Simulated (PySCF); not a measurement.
Geometry:
```csv
atom,x (Å),y (Å),z (Å)
C1,-1.235,2.279,-0.458
C2,-1.572,1.132,0.161
N3,-0.831,-0.026,0.235
N4,0.331,-0.110,-0.514
C5,1.503,0.414,0.165
C6,2.714,0.352,-0.748
C7,3.989,0.833,-0.075
C8,-1.485,-1.319,0.441
C9,-2.430,-1.302,1.634
C10,-2.161,-1.821,-0.830
H11,-0.289,2.415,-0.985
H12,-1.911,3.133,-0.410
H13,-2.528,1.073,0.688
H14,0.197,0.348,-1.419
H15,1.678,-0.207,1.059
H16,1.357,1.452,0.526
H17,2.519,0.962,-1.649
H18,2.831,-0.686,-1.104
H19,4.849,0.781,-0.758
H20,3.895,1.877,0.264
H21,4.229,0.220,0.809
H22,-0.654,-2.001,0.681
H23,-1.939,-0.866,2.517
H24,-2.734,-2.330,1.879
H25,-3.351,-0.734,1.431
H26,-2.993,-1.158,-1.117
H27,-2.562,-2.837,-0.695
H28,-1.436,-1.847,-1.657
```

Geometry: PBE0-D3(BJ)/def2-SVP; GIAO shifts from PySCF 2.14, gas phase, non-relativistic, averaged over equivalent atoms.

At PBE/pcSseg-1 (260 basis functions, 81 s wall time on 1 thread of an Arm Neoverse V2, shared host):
| atoms | δ (ppm) |
| --- | --- |
| C2 | 135.8 |
| C1 | 79.0 |
| C8 | 60.4 |
| C5 | 53.3 |
| C6 | 25.0 |
| C9/C10 | 21.1 |
| C7 | 13.7 |
| N3 | 153.9 |
| N4 | 113.7 |
| H13 | 6.18 |
| H12 | 3.79 |
| H11 | 3.61 |
| H22 | 3.22 |
| H15/H16 | 2.83 |
| H14 | 2.19 |
| H17/H18 | 1.35 |
| H23/H24/H25/H26/H27/H28 | 1.06 |
| H19/H20/H21 | 1.01 |

Chemical shifts δ = σref − σ; ¹³C (σ = 180.03 ppm), ¹H (σ = 31.20 ppm) against TMS; ¹⁵N (σ = 265.06 ppm) vs NH3, all at this level.

Estimate the result of repeating the calculation with PBE0/pcSseg-1.

## Answers


```json
{"atoms": "C2", "δ at PBE0/pcSseg-1": "140.7", "change": "+4.9"}
{"atoms": "C1", "δ at PBE0/pcSseg-1": "82.0", "change": "+3.0"}
{"atoms": "C8", "δ at PBE0/pcSseg-1": "57.5", "change": "-2.9"}
{"atoms": "C5", "δ at PBE0/pcSseg-1": "51.1", "change": "-2.2"}
{"atoms": "C6", "δ at PBE0/pcSseg-1": "23.5", "change": "-1.5"}
{"atoms": "C9/C10", "δ at PBE0/pcSseg-1": "20.8", "change": "-0.3"}
{"atoms": "C7", "δ at PBE0/pcSseg-1": "13.4", "change": "-0.3"}
{"atoms": "N3", "δ at PBE0/pcSseg-1": "141.7", "change": "-12.2"}
{"atoms": "N4", "δ at PBE0/pcSseg-1": "104.6", "change": "-9.1"}
{"atoms": "H13", "δ at PBE0/pcSseg-1": "6.20", "change": "+0.02"}
{"atoms": "H12", "δ at PBE0/pcSseg-1": "3.88", "change": "+0.09"}
{"atoms": "H11", "δ at PBE0/pcSseg-1": "3.68", "change": "+0.07"}
{"atoms": "H22", "δ at PBE0/pcSseg-1": "3.07", "change": "-0.15"}
{"atoms": "H15/H16", "δ at PBE0/pcSseg-1": "2.68", "change": "-0.15"}
{"atoms": "H14", "δ at PBE0/pcSseg-1": "2.02", "change": "-0.17"}
{"atoms": "H17/H18", "δ at PBE0/pcSseg-1": "1.27", "change": "-0.08"}
{"atoms": "H23/H24/H25/H26/H27/H28", "δ at PBE0/pcSseg-1": "1.04", "change": "-0.02"}
{"atoms": "H19/H20/H21", "δ at PBE0/pcSseg-1": "1.00", "change": "-0.01"}
```

Chemical shifts δ = σref − σ; ¹³C (184.41 ppm) and ¹H (31.27 ppm) vs TMS; ¹⁵N (265.67 ppm) vs NH3, all at this level.

The largest change is at N3 (nitrogen bonded to O or N). Cost: 260 basis functions, 62 s wall time on 1 thread of an Arm Neoverse V2, shared host. The order of the carbon signals is the same at both levels.

Experimental scales use liquid or dissolved standards, which lie at an offset from isolated NH3 (liquid NH3: subtract about 20 ppm). Unscaled 15N shifts of sp2 nitrogen often come out too high even then, by a few to some tens of ppm.
